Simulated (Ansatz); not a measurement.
Gas-phase electronic energies from Ansatz, PBE0-D4/def2-TZVP geometries. CCSD(T)/CBS is the MP2 limit (def2-TZVPP, def2-QZVPP) plus CCSD(T) − MP2 in def2-TZVPP, frozen cores. This one scheme is used for every species. Functionals use def2-TZVPP. For Ge outer-core shells are correlated without core-valence functions, which leaves a few kJ/mol of doubt a bond. Scalar relativity is left out up to krypton. One conformer a species, not always the lowest.

Reaction (formal exchange of groups at a Ge–C bond): `[OH][GeH2][CH2]Cl` + `N=CO` → `N=[C](O)[GeH2][OH]` + `CCl`

`[OH][GeH2][CH2]Cl`:

```xyz
9

O     0.739   -0.254    1.775
Ge    0.876   -0.242    0.003
C    -0.935   -0.025   -0.731
Cl   -1.651    1.460   -0.045
H     0.255    0.513    2.093
H     1.477   -1.606   -0.360
H     1.749    0.934   -0.470
H    -1.577   -0.859   -0.449
H    -0.934    0.077   -1.815
```

`N=CO`:

```xyz
6

N    -0.553   -0.671   -0.566
C     0.297    0.085   -0.028
O     0.001    0.850    1.027
H    -0.154   -1.174   -1.351
H     1.340    0.225   -0.320
H    -0.930    0.684    1.237
```

`N=[C](O)[GeH2][OH]`:

Cartesian coordinates in Å:
```
N 1.587 -0.587 -0.991
C 0.576 0.112 -0.697
O 0.446 1.352 -1.196
Ge -0.937 -0.424 0.464
O -1.244 0.793 1.719
H 1.565 -1.497 -0.542
H 1.227 1.515 -1.749
H -2.252 -0.523 -0.312
H -0.513 -1.769 1.090
H -0.456 1.028 2.214
```

`CCl`:

Z-matrix (Å, degrees):
```
C
Cl 1 1.773
H 1 1.088 2 108.6
H 1 1.087 2 108.7 3 -120.0
H 1 1.088 2 108.7 3 120.0
```

| level | ΔE (kcal/mol) |
| --- | --- |
| PBE0-D4 | 1.4 |
| B2PLYP | 1.1 |
| PBE0 | 1.4 |
| HF/def2-TZVPP | 1.8 |
| MP2/def2-TZVPP | 1.8 |
| HF/def2-QZVPP | 1.8 |
| SCS-MP2/def2-QZVPP | 1.8 |
| HF/CBS(def2) | 1.8 |

Q: What does CCSD(T)/CBS give? (An estimate is asked.)

A: The calculation gave: +2.0 kcal/mol. The listed levels differ from it by -0.6, -0.9, -0.6, -0.2, -0.2, -0.2, -0.2, -0.2 kcal/mol.

Largest T1 diagnostic among the species: 0.014.
